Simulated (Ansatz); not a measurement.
C4H12N (SMILES C[N+](C)(C)C), charge +1, singlet, at a GFN2-xTB geometry, with bond 14-4 at 1.8 times its length; PBE/3-21G (Ansatz, a first-principles code).

Here is a job for Ansatz.
Ansatz 0.2 input:
```yaml
crystal:
  periodic: [false, false, false]
  atoms:
    - {symbol: C, position_ang: [-0.25342698, -0.62284191, -1.31180330]}
    - {symbol: N, position_ang: [0.00000000, 0.00000000, 0.00000000]}
    - {symbol: C, position_ang: [0.06935110, 1.46414215, -0.15640771]}
    - {symbol: C, position_ang: [-1.09357093, -0.34391601, 0.92671979]}
    - {symbol: C, position_ang: [1.27764681, -0.49738422, 0.54149121]}
    - {symbol: H, position_ang: [-1.19490808, -0.26461226, -1.72465318]}
    - {symbol: H, position_ang: [-0.30728344, -1.70556675, -1.21197051]}
    - {symbol: H, position_ang: [0.54700929, -0.37735136, -2.00764548]}
    - {symbol: H, position_ang: [0.25631726, 1.93850254, 0.80545821]}
    - {symbol: H, position_ang: [-0.86842299, 1.84634022, -0.55598820]}
    - {symbol: H, position_ang: [0.87349438, 1.73360112, -0.83898050]}
    - {symbol: H, position_ang: [-2.04470084, 0.01751703, 0.53957871]}
    - {symbol: H, position_ang: [-1.15707621, -1.42343746, 1.05226138]}
    - {symbol: H, position_ang: [-0.78107234, 0.47255564, 2.68046938]}
    - {symbol: H, position_ang: [1.24137430, -1.57866821, 0.66260856]}
    - {symbol: H, position_ang: [2.09566703, -0.25045282, -0.13306641]}
    - {symbol: H, position_ang: [1.47848991, -0.04555140, 1.51137230]}
basis:
  gaussian:
    orbitals: 3-21G.json
hamiltonian:
  xc: pbe
total_charge: 1
scf: {lower_state_search: off}
magnetization: {spin_polarized: true}
```
The basis file holds 3-21G in the JSON format of the Basis Set Exchange.

The log (banner, timings and long lists left out):

```
Functional definition: PBE
these checks for a lower state are left out or cut short: stability, starts, cluster_reference, orbital_swaps, neighbouring_geometries, increment
1010 factors; their error is unknown
mean field evaluation 1: about -5767.2238 eV, gradient 5.7e1 eV
mean field evaluation 2: about -5741.1028 eV, gradient 8.1e1 eV
mean field evaluation 4: about -5784.0454 eV, gradient 1.0e1 eV
mean field evaluation 8: about -5784.5545 eV, gradient 2.0e-1 eV
mean field evaluation 16: about -5784.5548 eV, gradient 3.6e-5 eV
a density is far from that of the atoms, so the factors are made again for it
960 factors; integrals over basis functions are off by at most 6.9e-5 eV
mean field -5784.55237235 eV, -212.5783787735 hartree, gradient 7.4e-6 eV, S^2 0.000000; 0 other end points of the search recorded, 0 dependent functions left out
reference -5784.55239840 eV, -212.5783797306 hartree; 21, 21 occupied and 48, 48 virtual orbitals, 960 factors
Total energy: -5784.55239840 eV, -212.5783797306 hartree
Checks for a lower state left out: stability, starts, cluster_reference, orbital_swaps, neighbouring_geometries, increment
```
